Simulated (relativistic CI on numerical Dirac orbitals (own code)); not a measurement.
## Spin-allowed bands of a d2 ion in an octahedral site, by hand

Problem. Take Δ = 27000 cm⁻¹ and B = 600 cm⁻¹ for a d2 ion in an octahedral site. Calculate the three spin-allowed bands.

Working.
1. The terms of highest spin are 3F (energy 0) and 3P (15B = 9000 cm⁻¹). Here the F term splits into A2 at +1.2Δ = 32400, T2 at +0.2Δ = 5400 and T1 at −0.6Δ = -16200 cm⁻¹.
2. The two T1 states mix through the element 0.4Δ: H = [[-16200, 10800], [10800, 9000]], with roots ½(H₁₁ + H₂₂) ∓ ½√[(H₂₂ − H₁₁)² + 4H₁₂²] = ½(-7200) ∓ ½(33190) = -20195 and 12995 cm⁻¹.
3. The ground term is 3T1 at -20195 cm⁻¹.
4. Bands: 3T2 25595 cm⁻¹ (391 nm), 3T1(P) 33190 cm⁻¹ (301 nm), 3A2 52595 cm⁻¹ (190 nm).

Check. Exact diagonalisation of the whole d2 shell with these parameters gives 3T2 25595, 3T1 33190, 3A2 52595 cm⁻¹. The match is exact, since without spin-orbit coupling no other term has this spin. The ratio of the second band to the first, 1.297, depends on Δ/B = 45.0 alone, which is how a Tanabe-Sugano diagram is read.
